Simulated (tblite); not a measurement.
C4H6BCl3O2.
Bonds: Cl1–C2, C2–Cl3, C2–Cl4, C2–C5, C5–C6, C6–O7, O7–B8, B8–O9, O9–C10, C5–C10. Hydrogens: H11 on C5; H12, H13 on C6; H14 on B8; H15, H16 on C10.

Computed with GFN2-xTB (tblite), gas phase: L-BFGS steps from a force-field or distance-geometry start until the largest atomic force falls under 0.01 eV/Å.

Step 33: E = -945.2602 eV
```
atom  x, y, z in Å  |  force x, y, z in eV/Å
Cl1    -2.2800    1.8719   -0.9584   -0.056   0.001   0.062
C2     -1.7642    0.2138   -0.5611    0.142   0.055  -0.095
Cl3    -2.3001   -0.8371   -1.8932   -0.067  -0.052   0.046
Cl4    -2.5935   -0.2921    0.9356    0.136   0.053  -0.187
C5     -0.2424    0.1637   -0.4496    0.040   0.012   0.006
C6      0.2572   -1.2687   -0.1857   -0.068  -0.011   0.016
O7      1.6132   -1.3272    0.1770   -0.063   0.061  -0.040
B8      2.2276   -0.2610    0.7299    0.040   0.001  -0.018
O9      1.6300    0.9272    0.9548   -0.050  -0.020  -0.081
C10     0.2755    1.1227    0.6379   -0.063   0.021   0.042
H11     0.1710    0.4920   -1.4107   -0.019   0.000   0.001
H12     0.1381   -1.8599   -1.0993    0.011  -0.091   0.036
H13    -0.3404   -1.7227    0.6116   -0.007  -0.053   0.066
H14     3.3493   -0.3703    1.0223    0.039  -0.001   0.002
H15    -0.3162    1.0035    1.5505   -0.039  -0.038   0.095
H16     0.1670    2.1531    0.2860    0.027   0.062   0.050
```

Step 34: E = -945.2655 eV
```
atom  x, y, z in Å  |  force x, y, z in eV/Å
Cl1    -2.2665    1.8758   -0.9735   -0.091   0.071   0.041
C2     -1.7685    0.2179   -0.5711    0.262   0.037  -0.097
Cl3    -2.2869   -0.8309   -1.9087   -0.099  -0.084  -0.001
Cl4    -2.6160   -0.2839    0.9117    0.119   0.031  -0.124
C5     -0.2465    0.1622   -0.4462    0.112   0.007   0.038
C6      0.2534   -1.2691   -0.1715   -0.077   0.007  -0.001
O7      1.6148   -1.3234    0.1740   -0.090   0.004  -0.058
B8      2.2360   -0.2559    0.7146   -0.008   0.010  -0.029
O9      1.6325    0.9264    0.9497   -0.090   0.033  -0.064
C10     0.2723    1.1138    0.6492   -0.081   0.026   0.021
H11     0.1775    0.4892   -1.4042   -0.036  -0.007   0.027
H12     0.1259   -1.8738   -1.0751   -0.007  -0.080   0.038
H13    -0.3385   -1.7083    0.6387    0.017  -0.064   0.060
H14     3.3632   -0.3564    0.9825    0.063  -0.010   0.017
H15    -0.3144    0.9765    1.5632   -0.010  -0.038   0.094
H16     0.1539    2.1488    0.3142    0.017   0.056   0.037
```

Step 35: E = -945.2722 eV
```
atom  x, y, z in Å  |  force x, y, z in eV/Å
Cl1    -2.2504    1.8824   -0.9923   -0.111   0.133   0.006
C2     -1.7698    0.2241   -0.5860    0.313   0.011  -0.088
Cl3    -2.2711   -0.8246   -1.9288   -0.114  -0.097  -0.049
Cl4    -2.6424   -0.2725    0.8778    0.095   0.001  -0.033
C5     -0.2503    0.1603   -0.4406    0.154   0.002   0.057
C6      0.2470   -1.2697   -0.1531   -0.060   0.009  -0.012
O7      1.6158   -1.3179    0.1675   -0.093  -0.073  -0.061
B8      2.2460   -0.2490    0.6936   -0.080   0.022  -0.044
O9      1.6345    0.9266    0.9403   -0.111   0.093  -0.019
C10     0.2666    1.1030    0.6644   -0.073   0.032   0.003
H11     0.1855    0.4853   -1.3946   -0.026  -0.010   0.045
H12     0.1091   -1.8932   -1.0430   -0.034  -0.049   0.048
H13    -0.3338   -1.6921    0.6754    0.044  -0.057   0.033
H14     3.3797   -0.3392    0.9334    0.069  -0.015   0.023
H15    -0.3103    0.9413    1.5823    0.032  -0.030   0.063
H16     0.1364    2.1440    0.3514   -0.006   0.029   0.028
```

Step 36: E = -945.2788 eV
```
atom  x, y, z in Å  |  force x, y, z in eV/Å
Cl1    -2.2361    1.8917   -1.0104   -0.099   0.141  -0.030
C2     -1.7665    0.2307   -0.6031    0.243  -0.011  -0.067
Cl3    -2.2572   -0.8206   -1.9493   -0.095  -0.070  -0.073
Cl4    -2.6657   -0.2607    0.8417    0.076  -0.025   0.051
C5     -0.2527    0.1585   -0.4338    0.140  -0.002   0.049
C6      0.2397   -1.2706   -0.1351   -0.016  -0.007  -0.012
O7      1.6156   -1.3119    0.1577   -0.061  -0.131  -0.041
B8      2.2537   -0.2414    0.6710   -0.140   0.029  -0.051
O9      1.6354    0.9287    0.9277   -0.093   0.125   0.039
C10     0.2598    1.0933    0.6797   -0.037   0.036  -0.002
H11     0.1933    0.4810   -1.3833    0.017  -0.006   0.043
H12     0.0904   -1.9134   -1.0099   -0.066  -0.009   0.051
H13    -0.3252   -1.6786    0.7132    0.056  -0.034  -0.004
H14     3.3928   -0.3237    0.8886    0.052  -0.015   0.015
H15    -0.3027    0.9062    1.6038    0.062  -0.017   0.012
H16     0.1177    2.1397    0.3891   -0.037  -0.004   0.019
```

**Question.** Estimate the geometry and energy of step 37. (The exact step hangs on the optimiser's Hessian estimate; all steps are aligned on step 36, rigid shifts and turns removed.)

**Answer.** E = -945.2839 eV, largest force 0.144 eV/Å
```
atom  x, y, z in Å  |  force x, y, z in eV/Å
Cl1    -2.2298    1.9002   -1.0202   -0.060   0.083  -0.050
C2     -1.7599    0.2351   -0.6157    0.086  -0.016  -0.039
Cl3    -2.2511   -0.8209   -1.9618   -0.054  -0.015  -0.061
Cl4    -2.6752   -0.2536    0.8193    0.068  -0.035   0.090
C5     -0.2525    0.1573   -0.4287    0.084  -0.002   0.016
C6      0.2347   -1.2714   -0.1250    0.023  -0.024  -0.004
O7      1.6144   -1.3089    0.1484   -0.003  -0.124  -0.003
B8      2.2549   -0.2363    0.6561   -0.135   0.027  -0.041
O9      1.6344    0.9327    0.9177   -0.035   0.096   0.072
C10     0.2549    1.0886    0.6887    0.001   0.030   0.000
H11     0.1984    0.4784   -1.3752    0.075   0.002   0.020
H12     0.0768   -1.9258   -0.9892   -0.089   0.011   0.029
H13    -0.3156   -1.6734    0.7359    0.035  -0.009  -0.015
H14     3.3967   -0.3164    0.8673    0.019  -0.008  -0.003
H15    -0.2939    0.8860    1.6183    0.052  -0.009  -0.016
H16     0.1050    2.1374    0.4117   -0.067  -0.008   0.007
```

The energy changes by -0.0050 eV. The first-order estimate −F·Δx gives -0.0073 eV and the mean of the old and new forces, exact on a quadratic surface, -0.0051 eV. The step makes an angle of 78° with the force vector and moves no atom by more than 0.028 Å.

The cost below is that of the whole relaxation. The run took 0.56 s wall on Arm Neoverse V1, one thread, shared host with 64 logical CPUs at a one-minute load of 49.
